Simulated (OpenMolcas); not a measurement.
Multiplet structure of Sn+

```
Program             : OpenMolcas
Method              : SS-CASPT2, IPEA 0.25 Eh, imaginary shift 0.1 Eh (closed shells correlated: 4d)
Basis               : ANO-RCC-VTZP [7s6p4d2f1g]
Scalar Hamiltonian  : DKH2, point nucleus
Active space        : 3 electrons in 8 orbitals (5s 5p 6s 6p)
State averaging     : 2S+1 = 4 odd, 1 root; 2S+1 = 2 odd, 3 roots; 2S+1 = 4 even, 3 roots; 2S+1 = 2 even, 6 roots
Spin-orbit coupling : RASSI with atomic mean-field integrals over the reference wave functions, term energies averaged over their components
```

Spin-free terms above the lowest, with the occupations of the reference (each correlating shell added to its valence partner):

```csv
Configuration,Term,E (cm-1),Occupations
5s2 5p,2P*,0.0,5s 1.94 5p 1.06
5s 5p2,4P,45650,5s 1.00 5p 2.00
5s 5p2,2D,59110,5s 1.00 5p 2.00
```

With spin-orbit coupling, above the lowest level:

| Configuration | Term | J | E (cm-1) | Measured (cm-1) | Term weight % |
| --- | --- | --- | --- | --- | --- |
| 5s2 5p | 2P* | 1/2 | 0.0 | 0.0 | 100 |
| 5s2 5p | 2P* | 3/2 | 3420 | 4251 | 100 |
| 5s 5p2 | 4P | 1/2 | 45730 | 46464 | 100 |
| 5s 5p2 | 4P | 3/2 | 47010 | 48368 | 100 |
| 5s 5p2 | 4P | 5/2 | 49020 | 50730 | 98 |
| 5s 5p2 | 2D | 3/2 | 61060 | 58844 | 100 |
| 5s 5p2 | 2D | 5/2 | 61870 | 59463 | 98 |

Against the 6 measured excited levels shown (NIST Handbook of Basic Atomic Spectroscopic Data) the mean absolute deviation is 1500 cm-1; the largest miss in energy is 5s 5p2 2D 5/2: computed 61870, measured 59463 cm-1 (+4.0 %), and the largest in proportion 5s2 5p 2P* 3/2 (-19.5 %).

Spin-orbit coupling puts the lowest level 2284 cm-1 below the lowest spin-free term.

CASPT2 does not keep the components of a term degenerate, so their means are used; among the terms shown or strongly mixed into the levels shown the widest spread is 390 cm-1 (5s 5p2 2D). Over all roots computed the reference weight is 0.87 to 0.94; the roots of lowest weight are the least certain, and an intruder state may touch them. The run also gave levels led by 5s2 6s, which use shells meant for correlation; these and all levels above them are left out. Terms of s pⁿ other than that of highest spin mix with s² pⁿ⁻² d, which this space lacks; all of them can be thousands of cm-1 off, and some have no real level of that name. Some terms miss by over 15 % even with CASPT2, which points to a basis or an active space too small for the shells correlated. Computed and measured levels are paired by configuration, term and J; levels that our copy of the source lacks, or whose pairing is in doubt (as where it misses far off the trend of its configuration), stay unpaired and out of the deviations. Only configurations of the active space appear. The first state left out of the spin-orbit step lies near 86000 cm-1 above the lowest spin-free state of the reference (among the parities and spins computed), and the list stops at four fifths of that energy or lower.

The term weight is that of the spin-free term in the level, not the purity of its configuration. * marks odd parity.
